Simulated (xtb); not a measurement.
CH₅S (SMILES C[SH2+]), charge +1, singlet, at a GFN2-xTB geometry. Base run: GFN0-xTB (xtb).

Geometry (Å):
```xyz
7

C     -0.0375     1.1853    -0.1153
S     -0.0210    -0.6177     0.1516
H      1.2516    -0.8540    -0.2500
H     -1.0683     1.5235    -0.0344
H      0.5463     1.6440     0.6799
H      0.3725     1.4460    -1.0858
H     -0.5419    -0.9878    -1.0434
```
Charge +1, spin multiplicity 1.
All else is at xtb's defaults.
Base energy -6.42016 Eh.

The base run was repeated with changes; each row names its change, and settings that it needs were set with it.

```csv
change,ΔE vs base (mEh),HOMO-LUMO gap (eV)
base,0.000,6.60
acc = 0.1,0.000,6.60
etemp = 5000,-0.039,6.60
```
